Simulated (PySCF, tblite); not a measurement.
Calculations on `N#CC1=CS[CH][CH+]1` [radical], in the order of a workflow; each names the level of the geometry that it ran on. Settings lines and outputs come from a driver script.

Compound: C₅H₃NS (charge +1 and doublet state).
Numbering: `[N:1]#[C:2][C:3]1=[CH:4][S:5][CH:6][CH+:7]1` (hydrogens: H8 on C4; H9 on C6; H10 on C7)

Step 1: GFN2-xTB geometry optimisation, gas phase (tblite 0.8.0) (from a force-field or distance-geometry start)
```json
{"job": {"kind": "relax", "xc": "GFN2-xTB", "basis": "xTB"}, "charge": 1, "multiplicity": 2}
```
```
step      E/eV     max force
  0    -481.65124    5.078
  1    -481.60637   16.869
  2    -482.45174    3.194
...
 37    -484.81705    0.044
 38    -484.81714    0.044
 39    -484.81720    0.022
 40    -484.81723    0.012
 41    -484.81724    0.008
```

Energy lowered by 73.0 kcal/mol over 41 steps; largest atomic force 0.008 eV/Å at the end. «max force» is the largest atomic force in eV/Å.

On an Arm Neoverse V2 with one thread, shared host with 32 logical CPUs at a one-minute load of 25, this took 0.19 s.

Step 2: GFN2-xTB harmonic vibrations, gas phase (tblite 0.8.0) (on the GFN2-xTB geometry)
```json
{"job": {"kind": "ir", "xc": "GFN2-xTB", "basis": "xTB"}, "charge": 1, "multiplicity": 2}
```
```
(table of modes left out)
```

24 modes from 112 to 3142 cm⁻¹ (unscaled, harmonic); zero-point energy 38.4 kcal/mol; all wavenumbers are real at this level.

On one thread of an Arm Neoverse V2, shared host with 32 logical CPUs at a one-minute load of 25, this took 0.21 s wall.

Step 3: UKS B3LYP, pcH-1 on C H N S, non-relativistic, mean-field spin-orbit, GIAO (PySCF 2.14.0) (on the GFN2-xTB geometry)
```json
{"job": {"kind": "epr", "basis": "pcH-1"}, "charge": 1, "multiplicity": 2}
```
```
...
E = -644.92145622 Eh   <S^2> = 0.7666 (exact 0.7500)
g shifts (ppm)      1          2          3
  rmc          -166       -166       -166
  gc              1         44         34
  oz_so        -119        186       4604
  total        -285         64       4472
hyperfine (MHz)  atom isotope    a_iso     a_fc   dipolar eigenvalues
    0   14N       4.92       4.87    -12.04     -9.62     21.66
    1   13C     -27.49     -27.50     -7.23     -3.40     10.63
    2   13C      21.33      21.40    -27.60    -25.65     53.25
    3   13C      16.49      16.34    -26.42    -25.51     51.93
    4   33S       2.36       2.34     -9.91     -8.12     18.03
    5   13C      31.97      32.28    -28.28    -26.37     54.66
    6   13C     -24.61     -24.63    -16.89      8.21      8.67
    7    1H     -22.13     -22.16    -12.42     -3.25     15.66
    8    1H     -24.84     -24.81    -13.43     -1.90     15.32
    9    1H       5.86       5.87     -2.97     -0.00      2.97
```

⟨S²⟩ 0.767; g_iso 2.0037. rmc, gc and oz_so are the mass-correction, gauge-correction and orbital-Zeeman/spin–orbit parts of the g shift along its three principal axes; a_iso is the isotropic hyperfine coupling and a_fc its Fermi-contact part. The log counts atoms from 0, this text from 1.

The run took 50 s (grids of density and orbitals included) on one thread of an Arm Neoverse V2, on a shared host, and the process peaked at 0.74 GiB of memory.

Geometry of the electronic-property runs (GFN2-xTB):
```
atom  x, y, z in Å
N1     3.1284    0.2054   -0.1910
C2     1.9908    0.0662   -0.1217
C3     0.6022   -0.0903   -0.0526
C4    -0.0467   -1.3399   -0.1837
S5    -1.7034   -1.2199   -0.0519
C6    -1.5942    0.5487    0.1809
C7    -0.3184    0.9826    0.1537
H8     0.4537   -2.2791   -0.3494
H9    -2.4920    1.1228    0.3211
H10   -0.0115    2.0083    0.2721
```

 (This holds for the electronic-property runs.)
